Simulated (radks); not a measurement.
Results of a calculation; reference values are marked as such.
Task: Ionisation of the fluorine ion F3+, [He] 2s2 2p2, to F4+, [He] 2s2 2p1, under several functionals. Dirac Kohn-Sham, spin-unpolarised, spherical densities, finite nucleus; open shells are shared between the two j in proportion to 2j + 1; a radial shooting solver on a logarithmic mesh with Libxc functionals. Known Delta-SCF values: exchange-only B88 84.782 eV. What does AM05 give, and what is its highest occupied eigenvalue?

Result: 85.542 eV by Delta-SCF; the 2p3/2 eigenvalue is -72.513 eV. NIST: 87.18 eV (semi-empirical).

Beside tabulated values, note that spin-unpolarised runs miss the spin-polarisation part of the exchange energy of open shells.
